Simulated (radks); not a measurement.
Species: Zr. Configuration: [Kr] 4d2 5s2 (the NIST ground configuration).

Method: Dirac Kohn-Sham, PBE, spin-unpolarised, spherical densities, point nucleus; open shells are shared between the two j in proportion to 2j + 1; computed with a radial shooting solver on a logarithmic mesh with Libxc functionals.

Energy parts (hartree):
total: -3598.95598
kinetic: 3719.27892
electron-nucleus: -8685.42923
Hartree: 1481.27372
exchange-correlation: -114.07940

Orbitals (lengths in bohr, moments of r in powers of bohr):
| orbital | occ. | eigenvalue (hartree) | <1/r> | <r> | small-component weight |
|---|---|---|---|---|---|
| 1s1/2 | 2 | -654.7721 | 41.26 | 0.03706 | 2.12e-02 |
| 2s1/2 | 2 | -90.70837 | 9.341 | 0.1623 | 4.31e-03 |
| 2p1/2 | 2 | -83.03209 | 9.315 | 0.1387 | 4.31e-03 |
| 2p3/2 | 4 | -79.87686 | 8.912 | 0.1430 | 4.18e-03 |
| 3s1/2 | 2 | -14.86673 | 3.161 | 0.4583 | 1.12e-03 |
| 3p1/2 | 2 | -12.00942 | 3.055 | 0.4549 | 1.07e-03 |
| 3p3/2 | 4 | -11.50712 | 2.959 | 0.4654 | 1.03e-03 |
| 3d3/2 | 4 | -6.47117 | 2.755 | 0.4505 | 9.16e-04 |
| 3d5/2 | 6 | -6.37942 | 2.730 | 0.4540 | 9.06e-04 |
| 4s1/2 | 2 | -2.00212 | 1.119 | 1.213 | 2.35e-04 |
| 4p1/2 | 2 | -1.23692 | 0.9959 | 1.348 | 1.92e-04 |
| 4p3/2 | 4 | -1.17175 | 0.9694 | 1.379 | 1.85e-04 |
| 5s1/2 | 2 | -0.16313 | 0.3429 | 3.728 | 2.74e-05 |
| 4d3/2 | 0.8 | -0.13513 | 0.6015 | 2.281 | 7.81e-05 |
| 4d5/2 | 1.2 | -0.13040 | 0.5942 | 2.310 | 7.64e-05 |

The highest occupied level is 4d5/2 at -3.548 eV. The density falls to 0.001 e/bohr^3 at r = 5.08 bohr. Summed over all electrons, <r^2> = 65.95 bohr^2, which gives a Langevin (diamagnetic) susceptibility term of -52.2 x 10^-6 cm^3/mol.
